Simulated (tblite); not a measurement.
Start geometry of `O[SiH](O)[C@H]([SiH3])CF` from a force field or distance geometry (Å):
```
atom  x, y, z in Å
O1     1.6483    0.6855   -1.6345
Si2    0.6663   -0.6221   -1.1338
O3     1.5763   -1.7279   -0.1639
C4    -0.7673    0.0659   -0.1892
Si5   -0.2362    1.5912    0.7111
C6    -1.4159   -0.9722    0.7176
F7    -0.4469   -1.3977    1.6120
H8     2.4713    0.7868   -1.0639
H9     0.1664   -1.3843   -2.2723
H10    2.2919   -1.1928    0.2688
H11   -1.5407    0.3635   -0.9423
H12   -1.4311    2.3216    1.1819
H13    0.3859    2.4733   -0.2896
H14    0.6926    1.3526    1.8037
H15   -1.8026   -1.7680    0.0735
H16   -2.2659   -0.5665    1.3095
```

Question: What comes out of this run: GFN2-xTB geometry optimisation, gas phase in tblite 0.8.0?

Answer: 
```
atom  x, y, z in Å
O1     1.4822    0.5873   -1.9798
Si2    0.8301   -0.5863   -1.0747
O3     1.9704   -1.0624   -0.0184
C4    -0.6899    0.1666   -0.2132
Si5   -0.2521    1.6588    0.8935
C6    -1.4178   -0.9073    0.5726
F7    -0.5786   -1.4802    1.5132
H8     2.4165    0.5545   -2.1636
H9     0.4379   -1.7204   -1.9162
H10    1.7111   -1.5673    0.7483
H11   -1.3849    0.5083   -0.9816
H12   -1.4950    2.0831    1.5552
H13    0.2661    2.7465    0.0675
H14    0.7191    1.2732    1.9186
H15   -1.7510   -1.7331   -0.0661
H16   -2.2717   -0.5125    1.1332
```

The energy falls by 0.921 eV over 138 L-BFGS steps, the largest force on an atom goes from 2.84 to 0.009 eV/Å, and the atoms move by 0.484 Å rms after alignment. The bond that changes most is Si2–O3 (oxygen-bound silicon to silanol oxygen), which shortens by 0.104 Å. Bonds longer at the end by more than 0.005 Å: 4 of 15; shorter: 9. Among the angles that change most is Si2–O3–H10, from 106.2° to 119.1°. Among the dihedrals that turn most is C4–Si2–O3–H10, from -92° to 46°. Rotational constants go from 1959, 1615, 1093 to 2027, 1442, 1076 MHz. The orientation of the end geometry is arbitrary; only internal coordinates are fixed.

Hardware: Arm Neoverse N1, one thread, on a shared host. Cost: 1.7 s wall.

Its GFN2-xTB frequencies are all real (lowest 48 cm⁻¹). One conformer, not necessarily the lowest. 3 starts were optimised and ended at 0.00, 1.95 and 2.70 kcal/mol (GFN2-xTB); the lowest of these is shown.

All values are computed, not measured.
